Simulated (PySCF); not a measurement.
## Badger's rule along the 4d metals: bonds to O

PBE0 in PySCF with def2-TZVPP on every atom (core potentials on Y, Nb, Mo, Ru, Pd), for the lowest determinant that a PBE0 search found; no spin–orbit coupling. Badger's rule says that Re = d + c·k^(−1/3) for bonds between atoms of fixed rows.

| molecule | state (unpaired electrons) | Re (Å) | k (mdyn/Å) |
| --- | --- | --- | --- |
| NbO | quartet (σ ↑, δ ↑↑) | 1.670 | 8.69 |
| MoO | quintet (σ ↑, π ↑, δ ↑↑) | 1.681 | ? |
| RuO | quintet (σ ↑, π ↑↑, δ ↑) | 1.687 | ? |
| YO | doublet (σ ↑) | 1.782 | ? |
| PdO | triplet (σ ↑, π ↑) | 1.824 | 2.88 |

Fix c and d from NbO and PdO.

c = (1.824 − 1.67)/(2.88^(−1/3) − 8.69^(−1/3)) = 0.711, d = 1.67 − c·8.69^(−1/3) = 1.324 Å.

Predict k of the others and set the computed values beside them.



```tsv
molecule	k by the rule	k computed	difference (%)
MoO	7.91	7.77	2
RuO	7.53	7.17	5
YO	3.75	6.44	-42
```

The rule misses by 16 % on average; it knows nothing of spin state or of how ionic a bond is, and both change along this series.

Spin–orbit coupling is left out. The state is the lowest single determinant that the PBE0 search found; with open d or f shells the true ground state can be another one.
